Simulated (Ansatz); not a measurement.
Consider the redistribution: `BrBB1C=C1` + `BN` → `BB1C=C1` + `NBBr`.

Program: Ansatz. Geometries: PBE0-D4/def2-TZVP. ΔE: electronic, gas phase. CCSD(T)/CBS is the MP2 limit (def2-TZVPP, def2-QZVPP) plus CCSD(T) − MP2 in def2-TZVPP, frozen cores. This one scheme is used for every species. DFT in def2-TZVPP. B3LYP here is the variant with VWN-RPA as its local correlation; programs differ in this. HSE06 is defined as in plane-wave codes. For Br outer-core shells are correlated without core-valence functions, which leaves a few kJ/mol of doubt a bond. Scalar relativity is left out up to krypton. One conformer a species, not always the lowest.

```json
{"level": "PBE-D4", "ΔE (kJ/mol)": "8.4", "difference from CCSD(T)/CBS": "0.5"}
{"level": "revPBE-D4", "ΔE (kJ/mol)": "7.7", "difference from CCSD(T)/CBS": "-0.2"}
{"level": "BLYP-D4", "ΔE (kJ/mol)": "8.6", "difference from CCSD(T)/CBS": "0.7"}
{"level": "r2SCAN-D4", "ΔE (kJ/mol)": "5.1", "difference from CCSD(T)/CBS": "-2.8"}
{"level": "B97M-V", "ΔE (kJ/mol)": "3.5", "difference from CCSD(T)/CBS": "-4.4"}
{"level": "PBE0-D4", "ΔE (kJ/mol)": "6.9", "difference from CCSD(T)/CBS": "-1.0"}
{"level": "B3LYP-D4", "ΔE (kJ/mol)": "7.5", "difference from CCSD(T)/CBS": "-0.4"}
{"level": "r2SCANh-D4", "ΔE (kJ/mol)": "5.1", "difference from CCSD(T)/CBS": "-2.8"}
{"level": "r2SCAN0-D4", "ΔE (kJ/mol)": "4.9", "difference from CCSD(T)/CBS": "-3.0"}
{"level": "HSE06-D4", "ΔE (kJ/mol)": "7.0", "difference from CCSD(T)/CBS": "-0.9"}
{"level": "BHLYP-D4", "ΔE (kJ/mol)": "5.9", "difference from CCSD(T)/CBS": "-2.0"}
{"level": "CAM-B3LYP-D4", "ΔE (kJ/mol)": "6.4", "difference from CCSD(T)/CBS": "-1.5"}
{"level": "ωB97X-V", "ΔE (kJ/mol)": "5.3", "difference from CCSD(T)/CBS": "-2.6"}
{"level": "ωB97M-V", "ΔE (kJ/mol)": "5.5", "difference from CCSD(T)/CBS": "-2.4"}
{"level": "B2PLYP", "ΔE (kJ/mol)": "8.0", "difference from CCSD(T)/CBS": "0.1"}
{"level": "PBE-QIDH", "ΔE (kJ/mol)": "6.9", "difference from CCSD(T)/CBS": "-1.0"}
{"level": "revPBE", "ΔE (kJ/mol)": "8.1", "difference from CCSD(T)/CBS": "0.2"}
{"level": "BLYP", "ΔE (kJ/mol)": "8.2", "difference from CCSD(T)/CBS": "0.3"}
{"level": "r2SCAN", "ΔE (kJ/mol)": "4.8", "difference from CCSD(T)/CBS": "-3.1"}
{"level": "PBE0", "ΔE (kJ/mol)": "6.3", "difference from CCSD(T)/CBS": "-1.6"}
{"level": "B3LYP", "ΔE (kJ/mol)": "6.9", "difference from CCSD(T)/CBS": "-1.0"}
{"level": "r2SCANh", "ΔE (kJ/mol)": "4.7", "difference from CCSD(T)/CBS": "-3.2"}
{"level": "r2SCAN0", "ΔE (kJ/mol)": "4.6", "difference from CCSD(T)/CBS": "-3.3"}
{"level": "HSE06", "ΔE (kJ/mol)": "6.4", "difference from CCSD(T)/CBS": "-1.5"}
{"level": "BHLYP", "ΔE (kJ/mol)": "5.0", "difference from CCSD(T)/CBS": "-2.9"}
{"level": "LC-ωPBE", "ΔE (kJ/mol)": "4.5", "difference from CCSD(T)/CBS": "-3.4"}
{"level": "RPA@PBE/def2-TZVPP", "ΔE (kJ/mol)": "12.9", "difference from CCSD(T)/CBS": "5.0"}
{"level": "HF/def2-SVP", "ΔE (kJ/mol)": "1.3", "difference from CCSD(T)/CBS": "-6.6"}
{"level": "MP2/def2-SVP", "ΔE (kJ/mol)": "10.1", "difference from CCSD(T)/CBS": "2.2"}
{"level": "CCSD/def2-SVP", "ΔE (kJ/mol)": "9.5", "difference from CCSD(T)/CBS": "1.6"}
{"level": "CCSD(T)/def2-SVP", "ΔE (kJ/mol)": "11.4", "difference from CCSD(T)/CBS": "3.5"}
{"level": "HF/def2-TZVPP", "ΔE (kJ/mol)": "2.2", "difference from CCSD(T)/CBS": "-5.7"}
{"level": "SCS-MP2/def2-TZVPP", "ΔE (kJ/mol)": "9.0", "difference from CCSD(T)/CBS": "1.1"}
{"level": "CCSD/def2-TZVPP", "ΔE (kJ/mol)": "8.0", "difference from CCSD(T)/CBS": "0.1"}
{"level": "CCSD(T)/def2-TZVPP", "ΔE (kJ/mol)": "9.7", "difference from CCSD(T)/CBS": "1.8"}
{"level": "MP2/def2-QZVPP", "ΔE (kJ/mol)": "8.4", "difference from CCSD(T)/CBS": "0.5"}
{"level": "SCS-MP2/def2-QZVPP", "ΔE (kJ/mol)": "8.0", "difference from CCSD(T)/CBS": "0.1"}
{"level": "HF/CBS(def2)", "ΔE (kJ/mol)": "2.1", "difference from CCSD(T)/CBS": "-5.8"}
{"level": "MP2/CBS(def2)", "ΔE (kJ/mol)": "7.7", "difference from CCSD(T)/CBS": "-0.2"}
{"level": "CCSD/CBS(def2)", "ΔE (kJ/mol)": "6.3", "difference from CCSD(T)/CBS": "-1.6"}
{"level": "CCSD(T)/CBS", "ΔE (kJ/mol)": "7.9", "difference from CCSD(T)/CBS": "0"}
```

Largest T1 diagnostic among the species: 0.013.

Leaving LDA and LC-ωPBE aside and taking each functional with its dispersion term where it has one, the values spread over 5.1 kJ/mol, from B97M-V to BLYP-D4. At CCSD(T), def2-SVP lies +3.5 kJ/mol from the extrapolated value and def2-TZVPP +1.8 kJ/mol. From BLYP to BHLYP (50 % exact exchange), in def2-TZVPP and without D4, ΔE moves by −3.2 kJ/mol.

CCSD(T)/CBS has its own doubt, a few kJ/mol and more with outer-core shells, so smaller differences from it don't rank the levels.
